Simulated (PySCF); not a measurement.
# Two-dimensional NMR puzzle

Compound of formula C10H9F. Correlations simulated from computed shifts and the bond graph:

HSQC (one-bond C–H):
| δH | δC |
| --- | --- |
| 7.59 | 134.8 |
| 7.57 | 134.2 |
| 7.57 | 132.3 |
| 7.48 | 133.3 |
| 7.13 | 141.7 |
| 6.45 | 130.1 |
| 5.27 | 85.5 |
| 3.40 | 38.7 |
| 2.96 | 38.7 |

COSY cross peaks (H two or three bonds apart, from the bond graph; peaks can be absent where the dihedral angle is near 90°):
| δH | δH |
| --- | --- |
| 7.59 | 7.57 |
| 7.57 | 7.57 |
| 7.57 | 7.48 |
| 7.13 | 6.45 |
| 6.45 | 5.27 |
| 5.27 | 3.40 |
| 5.27 | 2.96 |
| 3.40 | 2.96 |

HMBC (two and three bonds, from the bond graph):
| δH | δC |
| --- | --- |
| 7.59 | 139.3, 136.7, 134.2, 132.3, 38.7 |
| 7.57 | 139.3, 134.8, 133.3, 132.3 |
| 7.57 | 136.7, 134.8, 134.2, 133.3 |
| 7.48 | 141.7, 139.3, 136.7, 134.2, 132.3 |
| 7.13 | 139.3, 136.7, 133.3, 130.1, 85.5 |
| 6.45 | 141.7, 136.7, 85.5, 38.7 |
| 5.27 | 141.7, 139.3, 130.1, 38.7 |
| 3.40 | 139.3, 136.7, 134.8, 130.1, 85.5 |
| 2.96 | 139.3, 136.7, 134.8, 130.1, 85.5 |

Carbons without hydrogens: δ 139.3, 136.7.

[PySCF 2.14: shieldings: GIAO PBE0/pcSseg-1; GFN2-xTB geometry; non-relativistic Hamiltonian; gas phase; single conformer]

Chemical shifts δ = σref − σ; ¹H (σref 31.72), ¹³C (σref 186.93) against TMS, all at this level.

Exchangeable hydrogens are left out of these lists.

Q: Work out the connectivity.

A: `F[C@H]1C=Cc2ccccc2C1`.

Structure with atom numbers: `[F:1][C@H:2]1[CH:3]=[CH:4][c:5]2[cH:6][cH:7][cH:8][cH:9][c:10]2[CH2:11]1`; H(Xn) means a hydrogen on atom n. Ha(C11) is cis to F1 on the ring; Hb(C11) is trans to F1 on the ring.

δC 141.7 is C4, an alkene CH (δH 7.13). δC 139.3 is C10, a substituted aromatic carbon. δC 136.7 is C5, a substituted aromatic carbon. δC 134.8 is C9, an aromatic CH (δH 7.59). δC 134.2 is C8, an aromatic CH (δH 7.57). δC 133.3 is C6, an aromatic CH (δH 7.48). δC 132.3 is C7, an aromatic CH (δH 7.57). δC 130.1 is C3, an alkene CH (δH 6.45). δC 85.5 is C2, an allylic sp3 CH bonded to F (δH 5.27). δC 38.7 is C11, an sp3 CH2 on an aromatic ring (δH 2.96, 3.40). HMBC from δH 7.59 reaches the proton-free carbons C10, C5. HMBC from δH 7.57 reaches the proton-free carbon C10. HMBC from δH 7.57 reaches the proton-free carbon C5. HMBC from δH 7.48 reaches the proton-free carbons C10, C5. COSY links 7.59–7.57, 7.57–7.57, 7.57–7.48, 7.13–6.45, 6.45–5.27, 5.27–3.40.

The shifts were computed for this structure.

Shifts are as computed. Against solution values, carbons near 30 ppm lie about +3 ppm off and those near 130 ppm about +5 ppm. Of 1211 compounds with measured shifts, 218 miss one by over three times the rms of a fit or turn the order of signals round; such compounds aren't used in these exercises.
